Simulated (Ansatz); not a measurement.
```yaml
crystal:
  periodic: [false, false, false]
  atoms:
    - {symbol: B, position_ang: [-1.552639, 3.302037, 0.643060]}
    - {symbol: Ga, position_ang: [-0.491006, -0.276317, -0.628191]}
    - {symbol: B, position_ang: [2.272119, -2.982445, 0.139901]}
    - {symbol: F, position_ang: [-2.541554, -1.327729, -3.083877]}
    - {symbol: H, position_ang: [-0.713802, 5.189291, -0.278620]}
    - {symbol: H, position_ang: [-3.017388, 3.573341, 2.344890]}
    - {symbol: H, position_ang: [4.264275, -2.986002, -0.930700]}
    - {symbol: H, position_ang: [1.954040, -4.600079, 1.688281]}
basis:
  gaussian: {orbitals: cc-pVTZ, final_grid: {core_spheres: 5, valence_spheres: 4, degree: 11}}
hamiltonian: {xc: {name: r2SCAN}}
accuracy: high
output: {forces: true}
```

```sh
$ ansatz run in.yaml --threads 2 --pin off --events-out ev --progress --plain --max-ram 4352MiB
```

Shortened log:

```
Functional definition: r2SCAN
2832 factors; integrals over basis functions are off by at most 9.3e-8 eV
mean field evaluation 1: about -56482.1765 eV, gradient 5.9e1 eV
mean field evaluation 2: about -56081.2860 eV, gradient 2.1e2 eV
mean field evaluation 4: about -56485.0745 eV, gradient 3.4e1 eV
mean field evaluation 8: about -56485.0334 eV, gradient 3.4e1 eV
mean field evaluation 16: about -56490.4095 eV, gradient 6.2e-1 eV
mean field evaluation 32: about -56490.4280 eV, gradient 1.8e-1 eV
mean field evaluation 96: about -56490.4044 eV, gradient 1.4e0 eV
mean field evaluation 160: about -56488.7813 eV, gradient 4.9e0 eV
mean field evaluation 192: about -56490.1911 eV, gradient 3.2e-1 eV
mean field evaluation 224: about -56490.4285 eV, gradient 3.7e-6 eV
mean field -56490.42848635 eV, -2075.9849562855 hartree, gradient 1.3e-8 eV, S^2 0.000000; 7 other end points of the search recorded, 0 dependent functions left out
reference -56490.42848898 eV, -2075.9849563824 hartree; 27, 27 occupied and 162, 162 virtual orbitals, 2832 factors
Total energy: -56490.42848898 eV, -2075.9849563824 hartree
Atom 0 at    -1.552639     3.302037     0.643060 Å, force    -0.524158     1.770618     0.642179 eV/Å
Atom 1 at    -0.491006    -0.276317    -0.628191 Å, force    -0.571003    -0.290897    -0.707393 eV/Å
Atom 2 at     2.272119    -2.982445     0.139901 Å, force     1.368212    -1.339561     0.393448 eV/Å
Atom 3 at    -2.541554    -1.327729    -3.083877 Å, force     0.722647     0.370106     0.870660 eV/Å
Atom 4 at    -0.713802     5.189291    -0.278620 Å, force    -0.773841    -1.786070     0.851660 eV/Å
Atom 5 at    -3.017388     3.573341     2.344890 Å, force     1.375084    -0.275394    -1.595581 eV/Å
Atom 6 at     4.264275    -2.986002    -0.930700 Å, force    -1.877509     0.023409     0.994128 eV/Å
Atom 7 at     1.954040    -4.600079     1.688281 Å, force     0.280567     1.527789    -1.449102 eV/Å
Dipole moment:     0.787862     0.403813     0.944346 e Å
```

Problem. Something in this input is off. What?

Solution. The coordinates are in bohr but typed as ångström. The calculation finished and met its thresholds. The result belongs to that input, not to the molecule as meant.
